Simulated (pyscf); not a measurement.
H₃Si–O–AsH₂ (SMILES [SiH3]O[AsH2]) + GaH₃ (SMILES [GaH3]) → AsH₃ (SMILES [AsH3]) + H₃Si–O–GaH₂ (SMILES [SiH3][O][GaH2]) (four-centre exchange; singlet surface; As–O, Ga–H broken, As–H, Ga–O formed). Structures and frequencies: ωB97X-D3(BJ)/def2-SVP in PySCF. Energies in kcal/mol from the separated reactants.

| level | barrier | reaction energy |
|---|---|---|
| ωB97X-D3(BJ)/def2-TZVP | 1.5 | -25.0 |
| B3LYP-D3(BJ)/def2-TZVP | 2.9 | -25.4 |
| PBE0-D3(BJ)/def2-TZVP | 1.3 | -25.9 |
| M06-2X/def2-TZVP | 0.9 | -27.3 |
| ωB97M-D3(BJ)/def2-TZVP | ? | ? |
| HF/def2-TZVP | ? | -26.7 |

### Question
Fill in the missing entries.

### Answer

- ωB97M-D3(BJ)/def2-TZVP, barrier: 5.8
- ωB97M-D3(BJ)/def2-TZVP, reaction energy: -25.2
- HF/def2-TZVP, barrier: 18.9

The functionals in the table span 4.9 kcal/mol in this barrier, from M06-2X to ωB97M-D3(BJ)/def2-TZVP. On the reactant side the descent ends in an adduct with a Ga–O contact, 17.8 kcal/mol under the separated species and 19.3 kcal/mol under the saddle at ωB97X-D3(BJ)/def2-TZVP. On the product side the descent ends in a complex, 5.1 kcal/mol under the separated species and 31.6 kcal/mol under the saddle at ωB97X-D3(BJ)/def2-TZVP. What is counted as formed (Ga–O) is already present as a longer contact in the reactant adduct; forming that adduct is a step of its own. H₃Si–O–AsH₂ lies 10.7 kcal/mol over its isomer HO–SiH₂–AsH₂ (electronic energy, ωB97M-D3(BJ)/def2-TZVP). One saddle was located; it need not be the lowest between these sides. Elements up to Kr have no core potential and no relativistic terms here.
